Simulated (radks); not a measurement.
Spherical jellium clusters: N electrons in a uniform positive sphere of charge N and radius rs N^(1/3), rs = 2.75 bohr. Calculated with a radial shooting solver with Libxc functionals: non-relativistic Kohn-Sham, exchange-only LDA, spin-polarised, spherical densities. Levels are named by radial order and angular momentum (1s, 1p, 1d, 2s, ...), and open shells are averaged over m.

N = 22, configuration 1s2 1p6 1d10 2s2 1f(up 2, down 0). This is the lowest configuration that the search found. Occupied and some empty levels:

level    occupation  eigenvalue (eV)  <r> (bohr)
1s up             1          -7.3934       4.780
1s down           1          -7.2670       4.619
1p up             3          -5.8513       5.738
1p down           3          -5.6162       5.629
1d up             5          -3.9609       6.500
1d down           5          -3.6529       6.432
2s up             1          -3.2009       5.803
2s down           1          -3.0117       5.811
1f up             2          -1.8537       7.320
1f down           0          -1.5041       7.308
2p up             0          -1.2294       8.019
2p down           0          -1.0116       8.084

Energy (eV): total -10.0159, kinetic 72.595, external -1989.0, Hartree 967.27, exchange-correlation -86.387, background 1025.5.
